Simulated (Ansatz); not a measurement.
Consider the atomization: `N[CH](O)[GeH3]` → C• + Ge• + 7 H• + N• + O•.

Program: Ansatz. Geometries: PBE0-D4/def2-TZVP. ΔE: electronic, gas phase. CCSD(T)/CBS adds triple-zeta CCSD(T) − MP2 to the extrapolated MP2 energy (def2 sets, frozen cores). This one scheme is used for every species, atoms too. DFT in def2-TZVPP. B3LYP here is the variant with VWN-RPA as its local correlation; programs differ in this. No spin–orbit coupling; open shells (•) take unrestricted orbitals. Spin–orbit coupling would lower the free atoms: a little for C, O; clearly for Ge. For Ge outer-core shells are correlated without core-valence functions, so the limit isn't a true one: a few kJ/mol of doubt a bond, and 10 to 20 or more in all where bonds break to atoms. Scalar relativity is left out up to krypton. One conformer a species, not always the lowest.

```
             level  ΔE (kJ/mol)
         r2SCAN-D4       3579.2
          B3LYP-D4       3582.8
            B2PLYP       3540.1
     HF/def2-TZVPP       2442.9
SCS-MP2/def2-TZVPP       3532.8
    MP2/def2-QZVPP       3582.9
SCS-MP2/def2-QZVPP       3600.0
      HF/CBS(def2)       2447.6
```

Question: What does CCSD(T)/CBS give? (Estimate.)

Answer: Ansatz gave: +3598.8 kJ/mol. The listed levels differ from it by -19.6, -16.0, -58.7, -1155.9, -66.0, -15.9, 1.2, -1151.2 kJ/mol.

Largest T1 diagnostic among the species: 0.011.

From PBE to PBE0 (25 % exact exchange), in def2-TZVPP and without D4, ΔE moves by −74.1 kJ/mol: exact exchange takes away binding that semilocal exchange gives to molecules. In def2-TZVPP, CCSD(T) changes the Hartree–Fock value by +1058.2 kJ/mol (the triples alone add +54.8 kJ/mol) and MP2 by +1082.6 kJ/mol; breaking electron pairs costs correlation energy, which Hartree–Fock lacks.

For atomizations the MP2-based limit and the directly extrapolated one differ by several kJ/mol either way, and by 10 to 25 for some Ge, Se and Sn compounds, so smaller differences from it don't rank the levels.
